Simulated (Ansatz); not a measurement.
C2H2Te, SMILES `C#C[TeH]` from Hartree–Fock to CCSD(T)

| atom | x (Å) | y (Å) | z (Å) |
| --- | --- | --- | --- |
| C1 | -0.6987 | -0.6436 | -1.0097 |
| C2 | -0.0581 | 0.0836 | -0.2939 |
| Te3 | 1.0262 | 1.4001 | 0.7861 |
| H4 | -1.2663 | -1.2952 | -1.6326 |
| H5 | 0.9970 | 0.4551 | 2.1500 |

Total charge 0; spin multiplicity 1. Correlated methods include outer-core shells of Te, which these sets cover unevenly. Te: def2 effective core potential. Geometry: relaxed with PBE0-D4/def2-TZVP. Frozen core, restricted reference, the Gaussian-basis code of Ansatz.

| basis | HF (Eh) | MP2 corr. |
| --- | --- | --- |
| def2-SVP | -343.74222 | -0.37076 |
| def2-TZVPP | -343.84635 | -0.76735 |
| def2-QZVPP | -343.85149 | -0.94555 |

**Question.** Estimate the CCSD correlation energy and the (T) correction in each basis where they were run (hartree).

**Answer.** 
```json
{"basis": "def2-SVP", "CCSD corr.": "-0.39467", "(T)": "-0.01628"}
{"basis": "def2-TZVPP", "CCSD corr.": "-0.75482", "(T)": "-0.02847"}
```
